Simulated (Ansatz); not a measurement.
`[CH3][Ga-]([CH3])([F])[SH2+]`. Charge 0, multiplicity 1. The geometry is a stationary point of PBE0-D4/def2-TZVP. It is one conformer, not always the lowest.

```xyz
13

C     0.808   -0.421    1.688
Ga    0.319    0.315   -0.067
C    -0.930    1.742   -0.574
F     1.602    0.055   -1.306
S    -0.908   -1.800   -1.178
H    -0.074   -0.733    2.252
H     1.476   -1.277    1.573
H     1.330    0.333    2.282
H    -0.530    2.714   -0.274
H    -1.901    1.616   -0.090
H    -1.075    1.759   -1.655
H     0.029   -1.607   -2.124
H    -0.145   -2.694   -0.528
```

Task: What is the dipole moment at r2SCAN/def2-TZVPP? (Estimate.)

Result: The calculation gave: 2.69 D, with components (-1.86, -1.82, 0.69) D in this frame, pointing from negative to positive charge.

Task: And with PBE, B3LYP, ωB97M-V? (An estimate is asked.)

Result: The calculation gave: PBE 2.64 D, B3LYP 2.72 D, ωB97M-V 2.70 D.

Task: Give the Mulliken charges with r2SCAN, B3LYP, PBE in def2-TZVPP. (Best estimate.)

Result: The calculation gave: 
```tsv
atom	r2SCAN	B3LYP	PBE
C1	-0.35	-0.42	-0.41
Ga2	0.57	0.58	0.48
C3	-0.34	-0.41	-0.40
F4	-0.45	-0.46	-0.41
S5	-0.14	-0.15	-0.16
H6	0.07	0.09	0.10
H7	0.07	0.09	0.09
H8	0.07	0.10	0.10
H9	0.07	0.09	0.10
H10	0.07	0.09	0.10
H11	0.07	0.09	0.10
H12	0.16	0.16	0.17
H13	0.13	0.14	0.15
```

B3LYP here is the variant with VWN-RPA as its local correlation; programs differ in this.

Computed with Ansatz.
